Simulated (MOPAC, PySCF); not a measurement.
C5H5NS, SMILES `Sc1cccnc1` (H–S–C–C torsion 0°), neutral singlet in the gas phase. 

Z-matrix (Å, degrees):
```
C
C 1 1.4089
C 2 1.4004 1 118.73
H 3 1.1005 2 120.49 1 -179.99
H 2 1.1013 3 120.58 4 0.00
C 3 1.4040 4 120.59 2 -180.00
N 6 1.3431 3 122.85 4 179.99
C 7 1.3365 6 118.33 3 0.01
H 6 1.1042 7 116.64 8 -180.00
H 8 1.1058 7 116.77 6 179.98
S 1 1.7728 2 124.18 5 0.01
H 11 1.3615 1 96.20 2 0.00
```
Charge 0, spin multiplicity 1.

All levels are single points at this geometry (PBE-D3(BJ)/def2-SVP); Pople sets use spherical d functions. Orbital energies aren't observables, and empty levels follow the basis.

| level | HOMO (eV) | LUMO (eV) | gap (eV) | dipole (D) | vertical IE, Delta-SCF (eV) |
|---|---|---|---|---|---|
| PBE-D3(BJ)/def2-TZVP in PySCF | -5.68 | -1.97 | 3.71 | 2.71 | – |
| B3LYP/6-31G* in PySCF | -6.26 | -0.81 | 5.44 | 2.81 | 8.39 |
| B3LYP/LANL2DZ in PySCF | -6.52 | -1.12 | 5.40 | 3.43 | – |
| PBE/6-31G* in PySCF | -5.48 | -1.58 | 3.90 | 2.78 | – |
| SVWN5/6-31G* in PySCF | -5.61 | -1.78 | 3.84 | 2.89 | – |
| HF/3-21G in PySCF | -8.85 | 3.11 | 11.96 | 3.27 | – |
| HF/STO-3G in PySCF | -6.58 | 6.64 | 13.22 | 2.68 | – |
| AM1 in MOPAC | -8.78 | -0.17 | 8.61 | 2.80 | – |
| PM3 in MOPAC | -9.04 | -0.42 | 8.62 | 2.90 | – |
